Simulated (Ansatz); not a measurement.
The cluster CaI2⁻. The state is a quartet with charge -1. Geometry r2SCAN-D4/def2-TZVPD; atoms count from 1.

```xyz
3

Ca    1.758   -0.014   -0.465
I    -0.505    0.747    1.624
I    -1.253   -0.733   -1.159
```

In the def2 sets I takes a core potential; there is no spin–orbit coupling. The highest occupied level of the charge -1 quartet lies above zero (up to 0.95 eV). The electron is either unbound and held by the finite basis, or the level is raised by self-interaction error. In the quartet, I2 and I3 lie 3.24 Å apart (atoms count from 1), so these atoms are partly bonded to each other. At PBE0-D4/def2-TZVPD a doublet of charge -1 lies 3.86 eV below the quartet, each at its own geometry. The structure comes from a short search, and lower isomers may exist.

Question: Estimate the Mulliken populations from the PBE0/def2-TZVPD orbitals of Ansatz.

Answer: 
```
atom  charge (e)  spin (α − β)
 Ca1       -0.60          2.11
  I2       -0.20          0.44
  I3       -0.20          0.44
```
Mulliken values depend strongly on the basis. With diffuse functions, as here, like atoms can get unlike values, and bond orders can come out too low or too high.

Question: Where does the spin sit?

Answer: Summed by element: Ca 2.11, I 0.89, of 3 unpaired in all. Largest on single atoms: Ca1 2.11, I2 0.44, I3 0.44.

Question: And the Mayer bond orders between heavy atoms (over 0.3)?

Answer: I2–I3 0.41 (3.24 Å).
